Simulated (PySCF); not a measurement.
**Frontier levels across methods**

Species: C2H8AlN.
Atom-mapped SMILES: `[CH3:1][NH:2][AlH:3][CH3:4]` (hydrogens: H5, H6, H7 on C1; H8 on N2; H9 on Al3; H10, H11, H12 on C4)

Structure used (PBE0-D3(BJ)/def2-SVP), in Å, numbered top down from 1:
```xyz
12
C2H8AlN angstrom
C      2.2188   -0.0710    0.2635
N      0.8109   -0.0856    0.5800
Al    -0.5838    0.0922   -0.5136
C     -2.3929    0.0515    0.2320
H      2.7630    0.7575    0.7553
H      2.7330   -1.0090    0.5458
H      2.3608    0.0553   -0.8216
H      0.6492   -0.2122    1.5752
H     -0.2398    0.2800   -2.0564
H     -3.1579   -0.0348   -0.5563
H     -2.6163    0.9705    0.8008
H     -2.5350   -0.7935    0.9264
```

Basis pcSseg-2 throughout (PySCF), one geometry. The structure is a single PBE0-D3(BJ)/def2-SVP conformer in the gas phase; no vibrational or solvent corrections.

Question: How do the orbital energies, the gap and the dipole change with the method?

Answer: 
```csv
method,kind,HOMO (eV),LUMO (eV),gap (eV),μ (D),SCF cycles
BLYP,GGA,-5.30,-0.97,4.33,1.13,15
OPBE,GGA,-5.32,-0.83,4.49,1.09,15
B97-D,GGA,-5.40,-0.98,4.42,1.13,14
PBE,GGA,-5.41,-1.07,4.34,1.14,14
KT3,GGA,-5.46,-1.04,4.42,1.04,14
KT2,GGA,-5.49,-1.15,4.35,1.08,15
BP86,GGA,-5.52,-1.11,4.41,1.14,14
LDA,LDA,-5.55,-1.26,4.28,1.16,15
B3LYP,global hybrid,-6.47,-0.55,5.91,1.05,13
HF,Hartree–Fock,-9.86,1.93,11.79,0.91,10
```

The HOMO spans 4.56 eV, from BLYP down to HF, and the gap runs from 4.28 eV (LDA) to 11.79 eV (HF). Over the methods BLYP (0 %), OPBE (0 %), B97-D (0 %), PBE (0 %), KT3 (0 %), KT2 (0 %), BP86 (0 %), LDA (0 %), B3LYP (20 %), HF (100 %), a straight line through the gap against the share of exact exchange rises by 0.74 eV for each 10 % (correlation coefficient 1.000). The dipole ranges from 0.91 D (HF) to 1.16 D (LDA). This basis has no diffuse functions.
